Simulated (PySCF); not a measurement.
# Electron correlation in Cu⁺ (copper, charge +1)

[Ar] 3d9 4s1, high-spin 3D determinant (an excited configuration). All numbers are calculated (PySCF 2.14, the spin-free X2C one-electron Hamiltonian (Gaussian nucleus), in aug-cc-pVDZ-DK (7s6p4d2f, 59 functions)). Frozen: [Ar]; 10 electrons correlated.

```tsv
level	correlation energy (mhartree)
CCSD	-304.99
(T)	-6.52
CCSD(T)	-311.51
```

Diagnostics: T1 = 0.013, D1 = 0.0305, largest double amplitude 0.022.

Cost of the coupled-cluster step: about 6 core-seconds, for 10 correlated electrons.

Iterations:

```
CC2 = 0
CCSD nocc = (np.int64(6), np.int64(4)), nmo = (50, 50)
frozen orbitals [[0, 1, 2, 3, 4, 5, 6, 7, 8], [0, 1, 2, 3, 4, 5, 6, 7, 8]]
max_cycle = 100
direct = 0
conv_tol = 1e-08
conv_tol_normt = 1e-06
diis_space = 8
diis_start_cycle = 0
Init t2, MP2 energy = -0.328229661728847
Init E_corr(UCCSD) = -0.328229661745832
cycle = 1  E_corr(UCCSD) = -0.295663075796672  dE = 0.0325665859  norm(t1,t2) = 0.0690531
cycle = 2  E_corr(UCCSD) = -0.306202284227682  dE = -0.0105392084  norm(t1,t2) = 0.0243734
cycle = 3  E_corr(UCCSD) = -0.304498192871609  dE = 0.00170409136  norm(t1,t2) = 0.0125123
cycle = 4  E_corr(UCCSD) = -0.304872716760202  dE = -0.000374523889  norm(t1,t2) = 0.00351011
cycle = 5  E_corr(UCCSD) = -0.304987031729178  dE = -0.000114314969  norm(t1,t2) = 0.000781606
cycle = 6  E_corr(UCCSD) = -0.304995736270193  dE = -8.70454101e-06  norm(t1,t2) = 0.000399479
cycle = 7  E_corr(UCCSD) = -0.304981518298025  dE = 1.42179722e-05  norm(t1,t2) = 0.000119449
cycle = 8  E_corr(UCCSD) = -0.3049881405616  dE = -6.62226358e-06  norm(t1,t2) = 4.71212e-05
cycle = 9  E_corr(UCCSD) = -0.304987195873068  dE = 9.44688532e-07  norm(t1,t2) = 1.68618e-05
cycle = 10  E_corr(UCCSD) = -0.304986386207454  dE = 8.09665614e-07  norm(t1,t2) = 6.31416e-06
cycle = 11  E_corr(UCCSD) = -0.304986674624453  dE = -2.88416999e-07  norm(t1,t2) = 2.74744e-06
cycle = 12  E_corr(UCCSD) = -0.304986658573931  dE = 1.60505218e-08  norm(t1,t2) = 1.09707e-06
cycle = 13  E_corr(UCCSD) = -0.30498666175926  dE = -3.18532922e-09  norm(t1,t2) = 4.29236e-07
UCCSD converged
E(UCCSD) = -1653.186239316592  E_corr = -0.3049866617592604
UCCSD(T) correction = -0.00651734333399325
```
